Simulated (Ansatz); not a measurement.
C4H12Sn (SMILES [CH3][Sn]([CH3])([CH3])[CH3]) moved off its minimum; all values from Ansatz (an electronic-structure program), cores frozen in correlated methods. Elements past Kr take the def2 small-core potentials, without spin–orbit coupling.
(charge 0, multiplicity 1)
```xyz
17

C     -0.2890    -1.4871    -1.5504
Sn    -0.0375     0.0226    -0.0031
C     -0.0817     2.0306    -0.8820
C     -1.5491    -0.1144     1.5040
C      1.9100    -0.3046     0.9662
H     -1.2330    -1.3557    -1.9515
H     -0.2956    -2.4814    -1.1065
H      0.4790    -1.3815    -2.3338
H      0.0917     2.7559    -0.1058
H     -0.9876     2.1737    -1.4009
H      0.7298     2.0417    -1.6276
H     -2.4675    -0.0131     1.0972
H     -1.6425    -1.1626     1.9917
H     -1.3777     0.6085     2.2700
H      2.0023    -1.3178     1.4104
H      2.7075    -0.2937     0.1959
H      2.0887     0.4428     1.6911
```

Forces at HF/def2-TZVPP (eV/Å):

| atom | Fx | Fy | Fz |
|---|---|---|---|
| C1 | 1.652 | -0.027 | 0.826 |
| Sn2 | 0.817 | -0.160 | 0.035 |
| C3 | 1.516 | -1.315 | -0.041 |
| C4 | 1.913 | -3.060 | 1.721 |
| C5 | 0.223 | -1.566 | -1.457 |
| H6 | -1.744 | 0.333 | -1.088 |
| H7 | 0.410 | 0.164 | -0.155 |
| H8 | -0.497 | -0.260 | 0.532 |
| H9 | -0.074 | 0.287 | -0.105 |
| H10 | -0.995 | 0.400 | -0.300 |
| H11 | -0.363 | 0.286 | 0.521 |
| H12 | -2.931 | 0.907 | -1.335 |
| H13 | 0.738 | 1.865 | -0.738 |
| H14 | -0.036 | 0.341 | 0.418 |
| H15 | -0.399 | 0.875 | -0.080 |
| H16 | -0.546 | 0.353 | 0.543 |
| H17 | 0.315 | 0.577 | 0.702 |

Task: Give the forces (eV/Å), the total energy and the dipole at CCSD(T)/def2-SVPD.

Result: 
| atom | Fx | Fy | Fz |
|---|---|---|---|
| C1 | 1.959 | 0.190 | 1.060 |
| Sn2 | 0.767 | -0.145 | 0.001 |
| C3 | 1.531 | -1.522 | 0.159 |
| C4 | 2.470 | -3.056 | 1.545 |
| C5 | -0.164 | -1.529 | -1.591 |
| H6 | -2.489 | 0.421 | -1.370 |
| H7 | 0.362 | -0.465 | 0.134 |
| H8 | -0.027 | -0.177 | 0.051 |
| H9 | 0.057 | 0.754 | 0.438 |
| H10 | -1.644 | 0.477 | -0.704 |
| H11 | 0.126 | 0.263 | 0.054 |
| H12 | -3.725 | 0.922 | -1.671 |
| H13 | 0.628 | 1.336 | -0.507 |
| H14 | 0.093 | 0.831 | 0.945 |
| H15 | -0.309 | 0.256 | 0.153 |
| H16 | -0.066 | 0.316 | 0.082 |
| H17 | 0.432 | 1.129 | 1.222 |
Energy -372.4803 hartree, dipole 0.37 D.
